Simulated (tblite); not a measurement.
CH9ClSi3.
Numbering: `[SiH3:1][CH:2]([SiH3:3])[SiH2:4][Cl:5]` (hydrogens: H6, H7, H8 on Si1; H9 on C2; H10, H11, H12 on Si3; H13, H14 on Si4)

Cartesian coordinates in Å at the GFN2-xTB level; atoms count from 1:
```xyz
14
CH9ClSi3 angstrom
Si    -1.595    0.843    0.274
C      0.000    0.081   -0.449
Si     1.566    0.993    0.137
Si     0.137   -1.788   -0.158
Cl    -1.422   -2.741   -1.021
H     -2.782    0.201   -0.293
H     -1.630    2.270   -0.056
H     -1.595    0.670    1.729
H     -0.056    0.234   -1.532
H      1.724    0.826    1.583
H      1.460    2.417   -0.186
H      2.742    0.441   -0.543
H      1.345   -2.338   -0.773
H      0.105   -2.110    1.267
```

Level: GFN2-xTB in tblite, geometry and Hessian alike; calculated harmonic values, unscaled, isolated species. Against measured fundamentals such values can be off by several per cent, at times by over 20. Modes of hydrogen on silicon can be 10 to 20 % off. One conformer, not necessarily the lowest.

Harmonic wavenumbers (cm⁻¹): 40.8, 102.0, 115.7, 117.0, 159.9, 190.6, 222.2, 449.0, 474.9, 505.0, 510.9, 520.5, 531.9, 579.6, 665.3, 701.9, 769.0, 777.1, 783.4, 785.5, 789.1, 805.2, 812.7, 829.8, 844.3, 1064.1, 1080.9, 2229.8, 2240.6, 2243.5, 2251.2, 2257.6, 2263.7, 2266.8, 2277.0, 2907.2.

A = 2666, B = 1095, C = 824.2 MHz; mass 139.970 u (most abundant isotopes); point group C1, symmetry number 1.

Question: Zero-point energy?

Answer: ½Σν̃ = 18083 cm⁻¹ = 51.70 kcal/mol.

Question: Entropy at 500 K, 1 bar (ideal gas, RRHO, classical rotation)?

Answer: Translation 43.32, rotation 30.82, vibration 47.79: S = 121.9 cal/(mol K).

Question: And Cp and H(500 K) − H(0)?

Answer: Cp = 50.88 cal/(mol K), of which vibrations give 42.94 (their classical limit is 36 R = 71.5); H(500 K) − H(0) = 16.04 kcal/mol without the zero-point energy, 12.07 from vibrations.

Question: Blend soft modes into free rotors: weight 1/[1 + (100 cm⁻¹/ν̃)⁴] for the oscillator and the rest for a rotor with moment μB/(μ + B), μ = h/(8π²ν), B = 10⁻⁴⁴ kg m². What vibrational entropy results?

Answer: 44.54 cal/(mol K) in place of 47.79, which changes −T·S at 500 K by +1.63 kcal/mol.

Question: How do the functions run with temperature in this model?

Answer: 
```
 T (K)  S (cal/(mol K))  Cp (cal/(mol K))  H − H(0) (kcal/mol)  G − H(0) (kcal/mol)  ln q(vib)
   150             78.2              23.2                 2.35                -9.39       3.00
   250             92.5              33.6                 5.19               -17.94       5.58
298.15             98.8              38.1                 6.92               -22.55       6.82
   400            111.2              45.6                11.21               -33.26       9.42
   600            131.6              55.0                21.34               -57.60      14.28
   900            155.7              63.7                39.27              -100.85      20.73
```

q(vib) and H(0) count from the zero-point level.

Hindered rotation and anharmonicity are outside this model. Other conformers, if any are populated, would add a mixing term that is left out. The structure is chiral; the term R ln 2 for an equal mix with its mirror image is left out.
